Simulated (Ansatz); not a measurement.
Cost and result up the ladder for the cluster Mg₂I₃ (the lowest doublet isomer of a short search) (5 atoms). Charge 0, multiplicity 2. Geometry: PBE-D4/def2-SVP.

```tsv
atom	x (Å)	y (Å)	z (Å)
Mg1	-0.372	-0.750	0.392
Mg2	1.122	2.246	-1.178
I3	0.466	1.599	1.549
I4	-1.439	-2.824	1.487
I5	0.223	-0.271	-2.250
```

Ansatz on 4 threads of Arm Neoverse V2 on a shared host. Times are rough, and most runs start from the orbitals of an earlier one. PBE0-D4/def2-TZVP serves as the yardstick here, not as an exact answer. Differences are given only for rows in sets of like size (and for xTB, whose basis is part of the method), since another set adds its own error. Binding counts from free atoms at the same level (Mg singlet, I doublet; other spins of the atoms weren't run), without zero-point energy or a counterpoise term.

In the def2 sets I takes a core potential; there is no spin–orbit coupling. Correlated methods freeze 14 core orbitals; core or outer-core shells of Mg, I are correlated, in sets that lack core-valence functions. The rows differ in basis, and correlated rows in double-zeta sets carry the largest basis error. The structure comes from a short search, and lower isomers may exist.

Correlated methods converge slowly with the basis, most of all in double-zeta sets.

```json
{"level": "PBE-D4/def2-SVP", "functions": "114", "wall time": "2.7 s", "binding energy per atom (eV)": "1.92", "difference from PBE0-D4/def2-TZVP (eV)": "–"}
{"level": "HF/def2-TZVP", "functions": "214", "wall time": "4.2 s", "binding energy per atom (eV)": "1.52", "difference from PBE0-D4/def2-TZVP (eV)": "-0.41"}
{"level": "PBE0-D4/def2-SVP", "functions": "114", "wall time": "4.7 s", "binding energy per atom (eV)": "1.92", "difference from PBE0-D4/def2-TZVP (eV)": "–"}
{"level": "PBE-D4/def2-TZVP (with forces)", "functions": "214", "wall time": "5.5 s", "binding energy per atom (eV)": "1.92", "difference from PBE0-D4/def2-TZVP (eV)": "-0.02"}
{"level": "PBE0-D4/def2-TZVP", "functions": "214", "wall time": "8.5 s", "binding energy per atom (eV)": "1.94", "difference from PBE0-D4/def2-TZVP (eV)": "0.00"}
{"level": "BHLYP-D4/def2-TZVP", "functions": "214", "wall time": "8.5 s", "binding energy per atom (eV)": "1.83", "difference from PBE0-D4/def2-TZVP (eV)": "-0.11"}
{"level": "MP2/def2-TZVP", "functions": "214", "wall time": "8.5 s", "binding energy per atom (eV)": "1.98", "difference from PBE0-D4/def2-TZVP (eV)": "0.04"}
{"level": "r2SCAN-D4/def2-TZVP", "functions": "214", "wall time": "11 s", "binding energy per atom (eV)": "2.01", "difference from PBE0-D4/def2-TZVP (eV)": "0.07"}
{"level": "PBE-QIDH/def2-TZVP", "functions": "214", "wall time": "14 s", "binding energy per atom (eV)": "1.96", "difference from PBE0-D4/def2-TZVP (eV)": "0.03"}
{"level": "CCSD(T)/def2-SVP", "functions": "114", "wall time": "93 s", "binding energy per atom (eV)": "1.75", "difference from PBE0-D4/def2-TZVP (eV)": "–"}
```
